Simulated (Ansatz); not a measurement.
`FC(F)(F)OC(F)(F)C(F)(F)F` and `FC(F)C(F)(F)F` differ in one atom or group.

Ansatz, PBE0-D4/def2-TZVP geometries, multiplicity 1. Each molecule was computed in one conformer, which needn't be the lowest.

```csv
property,`FC(F)(F)OC(F)(F)C(F)(F)F`
LUMO energy (B3LYP/def2-TZVPP) / eV,1.40
HOMO energy (PBE0/def2-TZVPP) / eV,-10.97
HOMO–LUMO gap (B3LYP/def2-TZVPP) / eV,12.16
LUMO energy (ωB97M-V/def2-TZVPP) / eV,3.94
"ideal-gas entropy at 298 K and 1 bar (rigid rotor, harmonic PBE0-D4/def2-TZVP) / J/(mol·K)",424
HOMO energy (ωB97M-V/def2-TZVPP) / eV,-13.38
```

Question: Give the same properties after the change, and the shifts. (An estimate is asked.)

Answer: The calculation gave: 
| property | `FC(F)C(F)(F)F` | shift |
| --- | --- | --- |
| LUMO energy (B3LYP/def2-TZVPP) / eV | 1.07 | -0.33 |
| HOMO energy (PBE0/def2-TZVPP) / eV | -10.50 | 0.47 |
| HOMO–LUMO gap (B3LYP/def2-TZVPP) / eV | 11.37 | -0.79 |
| LUMO energy (ωB97M-V/def2-TZVPP) / eV | 3.04 | -0.90 |
| ideal-gas entropy at 298 K and 1 bar (rigid rotor, harmonic PBE0-D4/def2-TZVP) / J/(mol·K) | 333 | -91 |
| HOMO energy (ωB97M-V/def2-TZVPP) / eV | -12.92 | 0.46 |

With PBE0 the HOMO rises by 0.47 eV and the LUMO falls by 0.29 eV, so the gap narrows by about 0.76 eV. PBE moves the HOMO by 0.45 eV and ωB97M-V by 0.46 eV. The zero-point energy changes by -23.5 kJ/mol with -12 modes. Modes under 60 cm⁻¹, often nearly free rotors, make the harmonic entropy too high.

B3LYP here is the variant with VWN-RPA as its local correlation; programs differ in this.

Positive LUMOs are unbound, so they and the gaps depend on the basis.
